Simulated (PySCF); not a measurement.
WH₃, SMILES [WH3] (connectivity only; charge and spin as stated), neutral, multiplicity 4. Atoms are numbered in the order given.

```xyz
4

W      0.0000     0.0000    -0.0192
H      1.4226     0.8214     0.4737
H     -1.4226     0.8214     0.4737
H      0.0000    -1.6427     0.4737
```
Charge 0, spin multiplicity 4.

The structure is a stationary point at PBE-D3(BJ)/def2-TZVPD. The multiplicity is an assumed one; other spin states were not compared. The def2 effective core potentials stand for the cores of W; spin–orbit coupling is left out.

All values below come from M06-2X/def2-TZVPD run with PySCF.

Mulliken values depend strongly on the basis, most of all with diffuse functions as here. ESP charges are fitted to the potential on shells at 1.4 to 2.0 van der Waals radii. Atomic charges (e):

```tsv
atom	ESP fit	Mulliken	Mulliken spin
W1	0.56	0.48	3.31
H2	-0.19	-0.16	-0.10
H3	-0.19	-0.16	-0.10
H4	-0.19	-0.16	-0.10
```
